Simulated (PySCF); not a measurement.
# How methods differ on the excitation energy of Al

Al [Ne] 3s2 3p1 (2P) → Al [Ne] 3s2 3d1 (2D), as a difference of total energies. Calculation: PySCF 2.14, in dyall-av3z; scalar relativity by spin-free X2C-1e. Correlated levels: valence: [Ne] frozen; virtual orbitals above 40 to 60 times the deepest correlated orbital energy dropped. The calculations carry no spin-orbit coupling.

| method | excitation energy (cm⁻¹) |
| --- | --- |
| UHF | 35346 |
| MP2 (valence) | 35501 |
| SCS-MP2 (valence) | 35537 |
| CCSD (valence) | 34100 |
| CCSD(T) (valence) | 33309 |

Errors of the correlated levels include the incompleteness of this basis and the frozen core.

The promoted electron is Rydberg-like, and one or two diffuse shells describe it only roughly, which tends to raise the upper state.

The coupled-cluster amplitudes are large for the upper state (T1 above 0.03 or a double amplitude above 0.15), so a single reference is strained.

For comparison: 32362 cm⁻¹ (measured; NIST levels, between the centres of gravity of the two terms).
